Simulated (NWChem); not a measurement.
System: InH3O3; SMILES [OH][In]([OH])[OH]

```xyz
7

In     0.0135     0.0121     0.0000
O      0.0846     1.9997    -0.0003
H     -0.7949     2.3943     0.0040
O      1.7181    -1.0005     0.0000
H      1.5446    -1.9496    -0.0004
O     -1.6710    -1.0641     0.0002
H     -2.4653    -0.5182    -0.0037
```
Atoms are numbered in this order, from 1.

Program: NWChem. Coordinates come from a PBE0/def2-SVP optimisation. No frequency run checked for a minimum. def2 effective core potentials on In; no spin-orbit coupling. Ions are spin-unrestricted doublets at the neutral geometry; other ion states weren't tried.

For level PBE0/def2-SVP:

```
Property       Result
-------------  ------
−ε(HOMO) (eV)    8.28
```

Question: How do the values read with level PBE/def2-SVP instead?

Answer: 
- −ε(HOMO) (eV) = 6.50
